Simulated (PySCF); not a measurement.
Br3In, SMILES [Br][In-]([Br])[Br], charge -1, multiplicity 2.

Coordinates come from a PBE0-D3(BJ)/def2-SVPD optimisation. The def2 effective core potentials stand for the cores of In; spin–orbit coupling is left out.

Method: C-PCM-PBE0/def2-SVPD (PySCF 2.14.0).

The values are the electrostatic part of the solvation free energy, E(continuum) − E(gas) at the gas-phase geometry, in a cavity of scaled van der Waals radii (PySCF's table); cavitation and dispersion terms are not included. A continuum can't describe solvent molecules that bind to the metal.

| solvent | ε | ΔG(elec) (kcal/mol) |
|---|---|---|
| water | 78.36 | -44.6 |
| 2-propanol | 19.26 | (withheld) |
| chloroform | 4.71 | -35.4 |

**Question.** Fill in the missing entries. (The exact figures need the calculation; the answer reports its results.)

**Answer.** 
- 2-propanol, ΔG(elec) (kcal/mol): -42.8
